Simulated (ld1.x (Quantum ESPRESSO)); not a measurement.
An all-electron radial function and its pseudo partner (gallium (Ga))

Columns: radius, all-electron u(r) and pseudo u(r) of the 4p shell (level -8.99 eV) of gallium in the configuration [Ar] 3d10 4s2 4p0; revPBE, scalar-relativistic, PAW scheme, ld1.x (Quantum ESPRESSO) 7.5.

| r (bohr) | all-electron | pseudo |
| --- | --- | --- |
| 0.135 | 0.1400 | 0.0076 |
| 0.270 | -0.0623 | 0.0301 |
| 0.405 | -0.2227 | 0.0661 |
| 0.540 | -0.2409 | 0.1135 |
| 0.675 | -0.1661 | 0.1698 |
| 0.810 | -0.0509 | 0.2318 |
| 0.945 | 0.0732 | 0.2964 |
| 1.080 | 0.1905 | 0.3604 |
| 1.215 | 0.2944 | 0.4211 |
| 1.350 | 0.3827 | 0.4760 |
| 1.485 | 0.4554 | 0.5236 |
| 1.620 | 0.5134 | 0.5626 |
| 1.755 | 0.5580 | 0.5927 |
| 1.890 | 0.5906 | 0.6140 |
| 2.025 | 0.6126 | 0.6273 |
| 2.160 | 0.6253 | 0.6336 |
| 2.295 | 0.6300 | 0.6338 |
| 2.430 | 0.6279 | 0.6291 |
| 2.565 | 0.6202 | 0.6203 |
| 2.700 | 0.6078 | 0.6078 |
| 2.835 | 0.5919 | 0.5919 |
| 2.970 | 0.5732 | 0.5732 |
| 3.105 | 0.5526 | 0.5526 |
| 3.240 | 0.5305 | 0.5305 |
| 3.375 | 0.5077 | 0.5077 |
| 3.510 | 0.4843 | 0.4843 |

**Question.** How many radial nodes do the two functions have?

**Answer.** The all-electron 4p function has n − l − 1 = 2; the pseudo-wave has 0, since the states of the same l below it are removed with the core.

**Question.** At about which radius was the pseudo-wave matched?

**Answer.** 2.70 bohr. The columns agree to 0.0005 from 2.56 bohr on; several derivatives are matched, so the curves merge somewhat inside the radius.

**Question.** Is the pseudo-wave norm-conserving?

**Answer.** No, it belongs to a PAW set: the norm inside the radius is not constrained, and the difference is carried by the augmentation charge.
